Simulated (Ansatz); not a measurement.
ClF2HOZr (`[OH][Zr]([F])([F])[Cl]`). Total charge 0; spin multiplicity 1. Zr takes the def2 core potential.

```csv
atom,x (Å),y (Å),z (Å)
O1,0.4484,1.0288,0.9132
Zr2,-0.2137,-0.3229,-0.2316
F3,-0.5242,-1.8996,0.7758
F4,-1.8555,0.2482,-0.9903
Cl5,1.3409,-0.7660,-1.9423
H6,0.8041,1.7117,1.4753
```

List the harmonic frequencies (cm⁻¹, unscaled) at PBE0-D4/def2-TZVP in Ansatz. (Estimate.)

Computed: 125, 132, 164, 175, 176, 225, 255, 406, 671, 676, 756, 3993.

Is this a minimum?

Yes, all 12 modes are real.

Give the ideal-gas thermochemistry at 298.15 K and 1 bar (rigid rotor, harmonic oscillator; point group Cs, symmetry number 1).

Zero-point energy 46.4 kJ/mol; H(298) − E = 69.0 kJ/mol; entropy 369.3 J/(mol·K), of which translation 173.7, rotation 117.4, vibration 78.1; G(298) − E = -41.1 kJ/mol.
